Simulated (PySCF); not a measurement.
Molfile (atoms numbered from 1):
```
CH5ClOSi
     RDKit          3D

  9  8  0  0  0  0  0  0  0  0999 V2000
   -0.0235    2.5151   -1.1223 C   0  0  0  0  0  0  0  0  0  0  0  0
    1.2893    2.8891   -1.4401 O   0  0  0  0  0  0  0  0  0  0  0  0
    2.6492    2.1599   -0.8541 Si  0  0  0  0  0  4  0  0  0  0  0  0
    4.2456    3.0824   -1.7543 Cl  0  0  0  0  0  0  0  0  0  0  0  0
   -0.2516    1.4864   -1.4560 H   0  0  0  0  0  0  0  0  0  0  0  0
   -0.2231    2.5780   -0.0368 H   0  0  0  0  0  0  0  0  0  0  0  0
   -0.7156    3.1997   -1.6341 H   0  0  0  0  0  0  0  0  0  0  0  0
    2.6766    0.7127   -1.2090 H   0  0  0  0  0  0  0  0  0  0  0  0
    2.7680    2.3436    0.6197 H   0  0  0  0  0  0  0  0  0  0  0  0
  1  2  1  0
  2  3  1  0
  3  4  1  0
  1  5  1  0
  1  6  1  0
  1  7  1  0
  3  8  1  0
  3  9  1  0
M  END
```

Geometry: PBE0-D3(BJ)/def2-SVP; GIAO absolute shieldings from PySCF, gas phase, non-relativistic, averaged over equivalent atoms.

At PBE0/cc-pVDZ (89 basis functions, 6.4 s wall time on 1 thread of an Arm Neoverse V1, shared host):
| atoms | σ (ppm) |
| --- | --- |
| C1 | 147.4 |
| O2 | 319.2 |
| Si3 | 423.2 |
| Cl4 | 958.0 |
| H8/H9 | 25.99 |
| H5/H6/H7 | 27.72 |

Question: What do these become at PBE0/IGLO-III?

Answer: 
```json
{"atoms": "C1", "σ at PBE0/IGLO-III": "131.6", "change": "-15.8"}
{"atoms": "O2", "σ at PBE0/IGLO-III": "307.6", "change": "-11.6"}
{"atoms": "Si3", "σ at PBE0/IGLO-III": "360.3", "change": "-62.9"}
{"atoms": "Cl4", "σ at PBE0/IGLO-III": "918.0", "change": "-40.0"}
{"atoms": "H8/H9", "σ at PBE0/IGLO-III": "25.84", "change": "-0.15"}
{"atoms": "H5/H6/H7", "σ at PBE0/IGLO-III": "27.75", "change": "+0.03"}
```

The largest change is at Si3 (silicon bonded to Cl, O, 2 H). Cost: 208 basis functions, 19 s wall time on 1 thread of an Arm Neoverse V1, shared host.
